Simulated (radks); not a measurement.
Coherent X-ray form factor from a spherical all-electron density. Method: Dirac Kohn-Sham, PBE, spin-unpolarised, spherical densities, finite nucleus; Fermi nuclear charge, rms radius of each element as measured or else 0.836 A^(1/3) + 0.57 fm; computed with a radial shooting solver on a logarithmic mesh with Libxc functionals.

sin(theta)/lambda (1/angstrom)  f0 (electrons)
0.05                                     1.983
0.1                                      1.934
0.15                                     1.857
0.2                                      1.756
0.25                                     1.640
0.3                                      1.514
0.4                                      1.255
0.5                                      1.015
0.6                                      0.808
0.8                                      0.505
1                                        0.317
1.25                                     0.183
1.5                                      0.110
2                                        0.045

The species is in the configuration that NIST lists as its ground one. Which atom or ion scatters so?

Answer. The lithium ion Li+, [He]. Extrapolating in s^2 from the first two rows gives f0(0) = 2.0, near the electron count 2; among species with that count, the fall with angle is slower the higher Z, and the table is that of Z = 3; from so few rows the species is fixed only to a neighbour or two.
